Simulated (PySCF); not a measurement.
Gas-phase reaction: 2 GeH4 + 2 C3H7 (n-propyl) ⇌ Ge2H6 + 2 C3H8, at 1800 K and a standard pressure of 1 bar. Level: BLYP/def2-TZVP†.

Energies from PySCF, thermal terms from the rigid-rotor harmonic-oscillator model, ideal gas at 1 bar. † marks an energy on the PBE0/def2-TZVP geometry and frequencies. Open shells (unrestricted): C3H7 (n-propyl) (multiplicity 2); the rest are closed-shell singlets. Ge: all electrons, no relativistic terms. No R ln 2 is added for the mirror-image form of C3H7 (n-propyl). The harmonic model lacks anharmonicity and excited electronic states, which grow with temperature; levels with a mode under 35 cm⁻¹ are left out. Internal rotation in C3H7 (n-propyl), Ge2H6, C3H8 is treated as a harmonic vibration of one conformer, which makes the entropy rough.

```json
[
 {"species": "GeH4", "E (Ha)": "-2079.43123", "H(1800 K) − E (kJ/mol)": "211.8", "S°(1800 K) (J/mol/K)": "350.4"},
 {"species": "C3H7 (n-propyl)", "E (Ha)": "-118.43607", "H(1800 K) − E (kJ/mol)": "483.9", "S°(1800 K) (J/mol/K)": "537.3"},
 {"species": "Ge2H6", "E (Ha)": "-4157.69590", "H(1800 K) − E (kJ/mol)": "354.6", "S°(1800 K) (J/mol/K)": "537.0"},
 {"species": "C3H8", "E (Ha)": "-119.10067", "H(1800 K) − E (kJ/mol)": "539.4", "S°(1800 K) (J/mol/K)": "530.8"}
]
```
E: electronic energy; H − E holds the zero-point and thermal terms. 1 Ha = 2625.5 kJ/mol.

### Question
Work out ΔH°, ΔS°, ΔG° and log10 K from these numbers.

### Answer
1. ΔE = 1×(-4157.69590) + 2×(-119.10067) − 2×(-2079.43123) − 2×(-118.43607) = -0.16264 Ha = -427.0 kJ.
2. Δ(H − E) = 1×(354.6) + 2×(539.4) − 2×(211.8) − 2×(483.9) = 42.0 kJ, so ΔH° = -385.0 kJ.
3. ΔS° = 1×(537.0) + 2×(530.8) − 2×(350.4) − 2×(537.3) = -176.8 J/K; the number of gas molecules changes by -1.
4. ΔG° = ΔH° − TΔS° = -385.0 − 1800×(-176.8)/1000 = -66.8 kJ.
5. log10 K = −ΔG°/(RT ln 10) = 1.94, with RT ln 10 = 34.46 kJ/mol; at standard pressures the products are favoured.
6. A shift of 10 kJ in ΔE would move log10 K by 0.29 here.
7. Lowering the total pressure from 1 bar to 0.01 bar multiplies the mole-fraction quotient K_x = K (p/p°)^(−Δn) by 10^-2, which pushes the balance towards the reactants.
For scale, ΔH°(298 K) is -389 kJ at this level, -426 kJ at ωB97M-V/def2-TZVP†, and runs from -479 to -291 kJ over the 18 levels computed.
